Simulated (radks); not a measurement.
Question: Radial electron density D(r) = 4 pi r^2 rho(r) of an atom or ion with 5 electrons. All-electron calculation, scalar-relativistic Kohn-Sham, Slater X-alpha with alpha = 0.923, spin-polarised, spherical densities, point nucleus. Program: a radial shooting solver on a logarithmic mesh with Libxc functionals.

| r (bohr) | D(r) (e/bohr) | spin D(r) |
|---|---|---|
| 0.003883 | 0.8045 | -0.000190 |
| 0.004705 | 1.140 | -0.000257 |
| 0.005747 | 1.629 | -0.000341 |
| 0.006963 | 2.275 | -0.000424 |
| 0.008437 | 3.146 | -0.000475 |
| 0.01022 | 4.299 | -0.000418 |
| 0.01239 | 5.790 | -0.0000812 |
| 0.01501 | 7.664 | 0.000890 |
| 0.01833 | 10.03 | 0.00335 |
| 0.02221 | 12.66 | 0.00854 |
| 0.02691 | 15.47 | 0.0191 |
| 0.03261 | 18.20 | 0.0399 |
| 0.03951 | 20.45 | 0.0787 |
| 0.04788 | 21.73 | 0.149 |
| 0.05848 | 21.54 | 0.276 |
| 0.07085 | 19.70 | 0.477 |
| 0.08585 | 16.48 | 0.786 |
| 0.104 | 12.67 | 1.22 |
| 0.126 | 9.406 | 1.79 |
| 0.1527 | 7.703 | 2.41 |
| 0.1851 | 7.812 | 2.97 |
| 0.226 | 9.001 | 3.28 |
| 0.2739 | 9.684 | 3.13 |
| 0.3318 | 8.792 | 2.52 |
| 0.4021 | 6.377 | 1.65 |
| 0.4872 | 3.542 | 0.849 |
| 0.5903 | 1.438 | 0.324 |
| 0.721 | 0.3787 | 0.0810 |
| 0.8736 | 0.06698 | 0.0138 |
| 1.059 | 0.006975 | 0.00140 |

What is the nuclear charge?

Answer: Z = 19. The innermost maximum, from 1s, lies near gamma/Z bohr with gamma = sqrt(1 - (Z/c)^2) = 0.990, here 0.0521 bohr (found: 0.0519), and its height grows with Z. The density is that of the potassium ion K14+ in [He] 2s2 2p1; the configuration itself is not fixed sharply by these data, and Z only to about a unit. D(r) has 2 maxima, at r = 0.0519, 0.274 bohr, and minima at 0.165 bohr, inside which lie 2.18 electrons.
